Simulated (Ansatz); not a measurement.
Job for Ansatz (a quantum-chemistry and plane-wave program): R-HF/def2-TZVPP on F2Ge (SMILES [F][Ge][F]), atoms moved off the minimum.

Ansatz 0.2 input:
```yaml
crystal:
  periodic: [false, false, false]
  atoms:
    - {symbol: Ge, position_ang: [0.00714628, -0.04412839, 0.39093907]}
    - {symbol: F, position_ang: [0.62895924, 1.16275079, -0.72503768]}
    - {symbol: F, position_ang: [-0.72973863, -1.06931043, -0.77473590]}
basis:
  gaussian:
    orbitals: def2-TZVPP
hamiltonian:
  xc: {name: HF}
scf: {lower_state_search: off}
output: {forces: true}
```

Q: Predict the final total energy.

A: -2274.4154 hartree.
